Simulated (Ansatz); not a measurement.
Ansatz results at the PBE0-D4/def2-TZVP geometry: size of the dipole moment (ωB97M-V/def2-TZVPP) 2.63 D; HOMO–LUMO gap (B3LYP/def2-TZVPP) 6.48 eV; HOMO energy (B3LYP/def2-TZVPP) -7.19 eV.

Each molecule was computed in one conformer, which needn't be the lowest.

Task: Which molecule gave them?
A. `[CH3][Al]([SH])[SH]`
B. `C#[C][Al]([CH3])[F]`
C. `[F][Al]([F])[F]`
D. `[F][AlH][SH]`

Result: A. The others give `[F][AlH][SH]`: 1.82, 6.63, -7.81; `C#[C][Al]([CH3])[F]`: 1.91, 6.66, -8.06; `[F][Al]([F])[F]`: 0.00, 9.53, -11.42.

B3LYP here is the variant with VWN-RPA as its local correlation; programs differ in this.
